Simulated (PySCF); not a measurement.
Atoms are numbered as in `[CH3:1][c:2]1[n:3][n:4]([CH:5]([CH3:6])[CH3:7])[n:8][c:9]1[Cl:10]`. Each H is labelled by its parent atom.

[PySCF 2.14.0 with density-fitted response routines: geometry: PBE0-D3(BJ)/def2-SVP; σ from GIAO-PBE/pcSseg-1; isolated molecule; one computed conformer; relativity neglected; averaged over atoms made equivalent by symmetry, fast rotation or ring inversion]

Shifts are taken against calculated references (same method and geometry level): TMS for ¹³C (σ = 180.03 ppm), ¹H (σ = 31.20 ppm); ¹⁵N (σ = 265.06 ppm) vs NH3; ³⁵Cl (σ = 933.68 ppm) against HCl.

| atoms | nucleus | count | δ (ppm) |
| --- | --- | --- | --- |
| C2 | ¹³C | 1 | 139.6 |
| H(C5) | ¹H | 1 | 4.32 |
| C6/C7 | ¹³C | 2 | ? |
| Cl10 | ³⁵Cl | 1 | ? |
| C5 | ¹³C | 1 | 61.0 |
| N3 | ¹⁵N | 1 | ? |
| N4 | ¹⁵N | 1 | 279.6 |
| H(C1) | ¹H | 3 | 2.22 |
| C9 | ¹³C | 1 | 142.6 |
| H(C6)/H(C7) | ¹H | 6 | 1.38 |
| C1 | ¹³C | 1 | ? |
| N8 | ¹⁵N | 1 | 336.4 |

Task: Complete the table.

Result: 
- C6/C7: 24.0 ppm, methyl carbon; saturated and bonded to C and H only
- C1: 11.4 ppm, methyl carbon on an aromatic ring; aliphatic region, no heteroatom directly attached
- N3: 354.5 ppm, pyridine-type nitrogen of an azole
- Cl10: 159 ppm, chlorine bonded to C

Carbons that carry Cl, above all several Cl atoms, come out too deshielded, partly because spin–orbit coupling is missing. Shifts are as computed. Against solution values, carbons near 30 ppm lie about +2 ppm off and those near 130 ppm about +2 ppm (rms about the fit 1.8 ppm; single classes can miss by 10 ppm). Of 1328 compounds with measured shifts, 309 miss one by over three times the rms of a fit or turn the order of signals round; such compounds aren't used in these exercises. Signals without a measured value on file couldn't be tested in this way. Experimental scales use liquid or dissolved standards, which lie at an offset from isolated NH3 (liquid NH3: subtract about 20 ppm). Unscaled 15N shifts of sp2 nitrogen often come out too high even then, by a few to some tens of ppm.
